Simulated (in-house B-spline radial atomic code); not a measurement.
# Ionising Cd44+ with different functionals

Computed with a B-spline radial code for spherical atoms: four-component Dirac-Coulomb Hamiltonian, Fermi nucleus of rms radius 4.6087 fm, spin-restricted, spherical fractional occupations for the functionals. The ionisation energy is the difference of two self-consistent energies, [He] 2s2 → [He] 2s1, without Breit or QED terms; ε is the level of the shell that loses the electron (mean over j).

```
  method  rung  ΔSCF (eV)  -ε(2s) (eV)
LDA VWN5   LDA     7426.2       7336.5
    BLYP   GGA     7434.9       7345.2
    PW91   GGA          ?            ?
    RPBE   GGA          ?            ?
```

(1) What does RPBE give?

(2) What does PW91 give?

(3) How do they compare with the NIST value?

## Answers

(1) ΔSCF 7434.2 eV, and -ε(2s) = 7344.9 eV.

(2) ΔSCF 7434.7 eV, and -ε(2s) = 7345.1 eV.

(3) NIST lists 7414 eV ± 7 (semi-empirical, ground level to ground level). Errors run from +12.2 to +20.9 eV. The correlated functionals all miss on the same side by more than they spread, so the cause is common to them (Breit-QED terms, spin polarisation, the near-degeneracy of s² and p², or a listed next ion that isn't the cheapest removal here) and closeness doesn't rank the functionals.
